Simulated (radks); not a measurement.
Values are calculated unless marked as measured or tabulated.
These are the eigenvalues of the occupied orbitals of an atom or ion with whole-number occupations (hartree). Code: a radial shooting solver on a logarithmic mesh with Libxc functionals. Model: scalar-relativistic Kohn-Sham, r2SCAN, spin-polarised, spherical densities, finite nucleus; meta-GGA in the generalised Kohn-Sham scheme; Fermi nuclear charge, rms radius of each element as measured or else 0.836 A^(1/3) + 0.57 fm.

1s up: -1165.111
1s down: -1165.107
2s up: -179.8849
2s down: -179.8846
2p up: -161.4431
2p down: -161.4407
3s up: -36.61428
3s down: -36.61231
3p up: -30.57864
3p down: -30.57594
3d up: -21.46814
3d down: -21.46534
4s up: -6.90962
4s down: -6.90303
4p up: -5.02986
4p down: -5.02412
4d up: -2.28193
4d down: -2.27203
5s up: -1.25547
5s down: -1.16567
5p up: -0.86053

Which element is it, and in what charge state? The configuration may be excited. Open shells, if any, are filled with parallel spins first.

Answer. Z = 52, tellurium, charge +2: Te2+ in [Kr] 4d10 5s2 5p2. The list shows which subshells hold electrons but not how many an open one holds; the 1s level, -1165.1 hartree, gives Z - s = 48.3 by -(Z - s)^2/2, which with screening and relativity narrows Z to a few neighbours, and the depths of the outer levels then fix element, charge and occupations together.
